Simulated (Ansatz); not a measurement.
Geometry optimisation, Ansatz, RKS BHLYP-D4/def2-SVP.

Input:

```yaml
crystal:
  periodic: [false, false, false]
  atoms:
    - { symbol: Zr, position_ang: [-0.084026, 0.212669, -0.187937] }
    - { symbol: F, position_ang: [-0.12207, 0.017949, 1.749602] }
    - { symbol: F, position_ang: [1.634573, 0.388854, -0.940806] }
    - { symbol: F, position_ang: [-0.95092, 1.843411, -0.547277] }
    - { symbol: Cl, position_ang: [-1.371492, -1.436405, -1.258892] }
    - { symbol: O, position_ang: [1.073003, -2.439946, 1.292824] }
    - { symbol: H, position_ang: [0.5136, -3.212624, 1.227299] }
    - { symbol: H, position_ang: [0.703531, -1.917408, 2.032987] }
basis:
  gaussian: { orbitals: def2-SVP }
hamiltonian:
  xc: { name: BHLYP }
  dispersion: d4
relax:
  f_tol: 0.03
  max_steps: 50
```

Run as:

```bash
$ ansatz run input.yaml --threads 2 --pin off --max-ram 3072MiB --backend cpu --events-out ev --progress --plain --runs-dir out
```

Question: Where does it end, and by what steps?

Answer: It converged. After 10 steps the energy has fallen by 0.662 eV; H7 moved furthest, 0.61 Å. Joined: Zr1–O6 (3.25 → 2.34 Å).

| step | energy less start (eV) | largest force component (eV/Å) | accepted |
| --- | --- | --- | --- |
| 0 | 0.0000 | 1.138 | yes |
| 1 | -0.1440 | 1.277 | yes |
| 2 | -0.3644 | 1.887 | yes |
| 3 | -0.5752 | 1.327 | yes |
| 4 | -0.6360 | 0.930 | yes |
| 5 | -0.6526 | 0.538 | yes |
| 6 | -0.6608 | 0.126 | yes |
| 7 | -0.6615 | 0.069 | yes |
| 8 | -0.6608 | 0.123 | no |
| 9 | -0.6620 | 0.030 | yes |
| 10 | -0.6620 | 0.021 | yes |

```xyz
8
Properties=species:S:1:pos:R:3
Zr -0.030 -0.031 0.028
F -0.174 0.280 1.911
F 1.717 0.130 -0.689
F -0.837 1.567 -0.590
Cl -1.402 -1.641 -1.087
O 0.764 -1.983 1.053
H 0.579 -2.865 0.730
H 0.778 -2.000 2.012
```

Whether the end is a true minimum wasn't checked by a vibrational analysis.

Run time: 28 s on 2 threads of Intel(R) Xeon(R) 6975P-C (Granite Rapids), with other jobs on the host, peak memory 0.3 GiB.
